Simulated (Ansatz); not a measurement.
`CN[SiH2]OC` + H₂ → `CN[SiH3]` + CH₃OH  (hydrogenolysis of the Si–O bond)

Calculated with Ansatz (gas phase, PBE0-D4/def2-TZVP geometries, no zero-point term in ΔE). CBS: MP2 limit from def2 TZ/QZ plus the TZ coupled-cluster correction, frozen cores. This one scheme is used for every species. Functionals use def2-TZVPP. B3LYP here is the variant with VWN-RPA as its local correlation; programs differ in this. One conformer a species, not always the lowest.

Q: Is it downhill or uphill in electronic energy at CCSD(T)/CBS, and by how much? (Estimate.)

A: The calculation gave: Uphill: ΔE = +93.8 kJ/mol.

Q: What do these levels give: PBE0-D4, ωB97X-V, B2PLYP, r2SCAN, B3LYP, HF/def2-TZVPP? (Best estimate.)

A: The calculation gave: PBE0-D4 86.0, ωB97X-V 90.8, B2PLYP 90.2, r2SCAN 93.6, B3LYP 83.0, HF/def2-TZVPP 78.3 kJ/mol.

Largest T1 diagnostic among the species: 0.011.

The D4 term adds +11.0 kJ/mol with B3LYP and +6.4 kJ/mol with PBE0; it sums over pairs of atoms, weighted by their polarisabilities, and B3LYP, whose exchange is more repulsive, gets the larger term. In def2-TZVPP, CCSD(T) changes the Hartree–Fock value by +13.7 kJ/mol (the triples alone add +3.8 kJ/mol) and MP2 by +20.9 kJ/mol.
